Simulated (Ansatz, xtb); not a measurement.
## C4H9B: 11 structures ranked

11 gas-phase structures of C4H9B, from a drawn sample of its isomers (lower ones may exist). Each was relaxed with GFN2-xTB; where two conformers were screened, the lower at r2SCAN-D4/def2-SVP is listed:

A. `B[C@@H]1C[C@H]1C`, a singlet
B. `BCCC=C`, a singlet
C. `BCC(=C)C`, a singlet
D. `CB/C=C/C`, a singlet
E. `BC1CCC1`, a singlet
F. `CBC1CC1`, a singlet
G. `BC(=C)CC`, a singlet
H. `B/C(C)=C\C`, a singlet
I. `BC/C=C\C`, a singlet
J. `C=CCBC`, a singlet
K. `B[C@@H]1C[C@@H]1C`, a singlet

Task: Make a reasoned guess at their ranking by r2SCAN-D4/def2-SVP single-point energy.

Result: Calculated order at r2SCAN-D4/def2-SVP: D (0.0), F (24.7), J (34.0), H (65.1), A (68.7), G (71.9), K (74.7), I (75.0), C (76.8), B (96.8), E (112.5) kJ/mol. Less than 1 kcal/mol parts H and A; A and G; G and K; K and I; I and C, so the order within those pairs means little.

Energies above the lowest of each column, in kJ/mol; the last columns are at B3LYP/def2-SVP geometries and were run for some of them only (a dash: not run or not comparable):

```csv
structure,GFN2-xTB,HF/STO-3G,r2SCAN-D4/def2-SVP,B3LYP/def2-SVP,CCSD(T)/def2-SVP + ΔMP2/def2-TZVPP
D,29.0,6.5,0.0,0.0,0.0
F,16.8,1.9,24.7,40.9,33.5
J,49.6,41.5,34.0,34.3,28.7
H,22.0,57.1,65.1,57.1,–
A,0.0,36.6,68.7,82.9,–
G,33.8,63.0,71.9,–,–
K,4.3,42.4,74.7,–,–
I,37.4,85.9,75.0,–,–
C,26.9,74.0,76.8,–,–
B,49.4,90.9,96.8,–,–
E,4.8,0.0,112.5,–,–
```

CCSD(T)/def2-SVP + ΔMP2/def2-TZVPP puts D lowest of those it was run on; GFN2-xTB picks A, HF/STO-3G picks E. CCSD(T)/def2-SVP + ΔMP2/def2-TZVPP orders those it was run on as D (0.0), J (28.7), F (33.5) kJ/mol. Some further structures that were screened fall inside this span and aren't listed. Flexible structures stand in one conformer each, not always the lowest. Frequencies (GFN2-xTB) were run for D, F, J alone. ΔMP2 is the change of the MP2 energy from the smaller to the larger basis.

Over these structures GFN2-xTB departs from r2SCAN-D4/def2-SVP by 28.1 kJ/mol on average once a common shift is removed. A GFN2-xTB relaxation took about 0.13 s and the r2SCAN-D4/def2-SVP energy about 2 s on a shared host (Ansatz 0.2.0, xtb 6.7.1).
